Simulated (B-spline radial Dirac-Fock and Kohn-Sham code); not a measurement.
## Widths and yields of inner-shell holes in Cu¹⁵⁺

System: Cu¹⁵⁺, configuration [Ne] 3s2 3p2.

Input of the calculation (task.json; shells as n, l, electrons):

```json
{"items": [{
  "Z": 29,
  "q": 15,
  "cfg": [[1, 0, 2], [2, 0, 2], [2, 1, 6], [3, 0, 2], [3, 1, 2]],
  "A": 63,
  "rrms": 3.8823,
  "do": ["binding", "quiet", "decay"],
  "holes": ["K", "L1", "L2", "L3", "M1"]
}]}
```

Command: `python xray_run.py task.json out`

These are calculated numbers from a radial atomic solver; the model is one-electron (LDA, Dirac) transition rates at Dirac-Fock energies.

Partial widths are in eV. Coster-Kronig decay leaves a hole in the same principal shell; its rates are the weakest part of the model, often 1.5 to 2.5 times too large and more for N holes. Holes without an open Auger channel, or with an unreliable SCF state, are not listed.

```
 hole  radiative   Auger  Coster-Kronig   total  fluorescence yield  lifetime (fs)
   1s      0.642   0.780              0    1.42               0.452          0.463
   2s    0.00316   0.143              0   0.146              0.0216           4.50
2p1/2   0.000465  0.0576              0  0.0581             0.00801           11.3
2p3/2   0.000497  0.0581              0  0.0586             0.00847           11.2
```
